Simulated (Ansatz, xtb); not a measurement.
The molecule SnAs, multiplicity 2 (lowest of 2S+1 = 2, 4 at CCSD(T)/def2-TZVPP on PBE0 minima; our sources give no spin for the ground state, which may be another). No spin–orbit coupling. As is treated without relativity.

The constants come from a fifth-degree fit in 1/R (seven points, main isotopes). Runs in def2 and cc sets follow the lowest solution found near the PBE0 minimum.

Programs: Ansatz (a quantum-chemistry and plane-wave program); xtb for the GFN methods. Values without a source in brackets are computed. In def2 rows elements past Kr take small-core potentials, without spin–orbit coupling. The GFN methods have no spin term and hold the electronic entropy of 300 K.

```tsv
level	r_e (Å)	ω_e (cm⁻¹)	ω_e x_e (cm⁻¹)	B_e (cm⁻¹)	dipole (D)
GFN2-xTB	2.396	323	0.97	0.0637	-
SVWN5/def2-TZVPP	2.426	287	0.54	0.0621	1.58
PBE/def2-TZVPP	2.465	275	0.57	0.0602	1.73
B97M-V/def2-TZVPP	2.446	285	0.65	0.0611	1.96
B3LYP/def2-TZVPP	2.453	282	0.64	0.0608	1.85
```
